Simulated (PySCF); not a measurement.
PySCF 2.14 output of a UHF calculation on a single atom or ion in def2-SVP (5s3p2d1f, 31 functions), with the non-relativistic Hamiltonian (point nucleus):

```
SCF conv_tol = 1e-09
number electrons alpha = 13  beta = 10
cycle= 1 E= -942.752123862219  delta_E= -0.00472  |g|= 0.0205  |ddm|= 0.0471
cycle= 2 E= -942.752230731448  delta_E= -0.000107  |g|= 0.00314  |ddm|= 0.00727
cycle= 3 E= -942.752233375447  delta_E= -2.64e-06  |g|= 7.8e-05  |ddm|= 0.00159
cycle= 4 E= -942.752233382152  delta_E= -6.71e-09  |g|= 1.38e-05  |ddm|= 0.000358
cycle= 5 E= -942.75223338255  delta_E= -3.97e-10  |g|= 3.03e-06  |ddm|= 0.00013
converged SCF energy = -942.75223338255  <S^2> = 3.7626333  2S+1 = 4.0063117
```

The run itself started from symmetry-adapted Hartree-Fock orbitals and held the occupation by maximum overlap, so the iterations belong to that start.

Question: Which element, charge and spin multiplicity is this?

Answer: V (vanadium, neutral), multiplicity 4; the state was [Ar] 3d3 4s2, high-spin 4F determinant.
